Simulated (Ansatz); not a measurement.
Species: SnF3, charge 1, multiplicity 1. 
Structure (B3LYP-D3(BJ)/def2-TZVP (Ansatz, a program for electronic structure) minimum search):
```
Sn
F 1 1.8515
F 1 1.8515 2 120.00
F 1 1.8515 2 120.00 3 -180.00
```
Charge +1, spin multiplicity 1.

Parts of the frozen-core correlation energy in STO-3G (Ansatz, hartree). Frozen orbitals: 26; correlated occupied orbitals by spin: 12 and 12; virtual: 4 and 4. No spin-orbit coupling. In def2 rows, elements after Kr have scalar-relativistic effective core potentials. STO-3G rows are all-electron and non-relativistic.

```tsv
term	value
reference (HF)	-6257.20167
MP2 opposite-spin	-0.08028
MP2 same-spin	[?]
CCSD correlation	[?]
(T)	[?]
T1 diagnostic	0.026
largest doubles amplitude	0.073
```

**Question.** Fill in the missing entries.

**Answer.** 
- MP2 same-spin, value: -0.02062
- CCSD correlation, value: -0.12034
- (T), value: -0.01611
